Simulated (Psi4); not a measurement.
**Extrapolating along a basis family**

System: C4H4O2, singlet, geometry from GFN2-xTB. Level: HF/cc-pVDZ (Psi4). Sums are taken with unrounded values, so a last digit can differ.

Input for Psi4:
```
memory 2 GB

molecule mol {
0 1
O     0.396888    2.209269    0.018375
C     0.186189    1.036415    0.008620
C     1.080336   -0.193703   -0.045208
C    -0.186189   -1.036415   -0.008620
O    -0.396888   -2.209269   -0.018375
C    -1.080336    0.193703    0.045208
H     1.746892   -0.320539    0.807456
H     1.678152   -0.293567   -0.950782
H    -1.746892    0.320539   -0.807456
H    -1.678152    0.293567    0.950782
}

set {
  basis cc-pvdz
  reference rhf
}

energy('scf')
print_variables()
```

The same job in three bases:

```csv
basis,X,SCF energy (Eh)
cc-pVDZ,2,-303.511339
cc-pVTZ,3,-303.596914
cc-pVQZ,4,-303.618820
```

Task: Estimate the basis-set limit.

Result: For E(X) = E∞ + A exp(-bX) three points give E∞ = E3 - (E3 - E2)²/(E1 + E3 - 2 E2) = -303.618820 - (-0.021906)²/(0.063670) = -303.62636 Eh, so the largest basis still lies 7.5 mEh above this estimate. The second step gains 0.26 of the first. The exponential form is used since the steps shrink steadily here. These limits are estimates from the fitted forms, not computed values.
